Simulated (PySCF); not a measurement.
F₃GeHO. Atoms are numbered in the order given.

```xyz
6

O      0.0757     1.7631     0.0000
Ge     0.0075     0.0092     0.0000
F     -0.8137    -0.6284    -1.3843
F      1.6248    -0.5817     0.0000
F     -0.8137    -0.6284     1.3843
H     -0.8220     2.1497     0.0000
```

Geometry: PBE-D3(BJ)/def2-SVP. This is a generated structure with no PubChem entry under its InChIKey; it may be hypothetical. Other conformers were not sampled.

Level of theory: PBE/def2-TZVP in PySCF.

Symmetry labels are those of the subgroup Cs that the program uses (full group Cs).

Computed valence orbital energies around the gap with their symmetry:
| orbital | symmetry | energy (eV) |
|---|---|---|
| HOMO−7 | A' | -10.96 |
| HOMO−6 | A' | -10.50 |
| HOMO−5 | A" | -10.50 |
| HOMO−4 | A' | -10.20 |
| HOMO−3 | A" | -10.20 |
| HOMO−2 | A" | -9.96 |
| HOMO−1 | A' | -9.72 |
| HOMO | A" | -8.80 |
| LUMO | A' | -2.76 |
| LUMO+1 | A' | -0.18 |
| LUMO+2 | A' | 0.61 |
| LUMO+3 | A" | 0.83 |
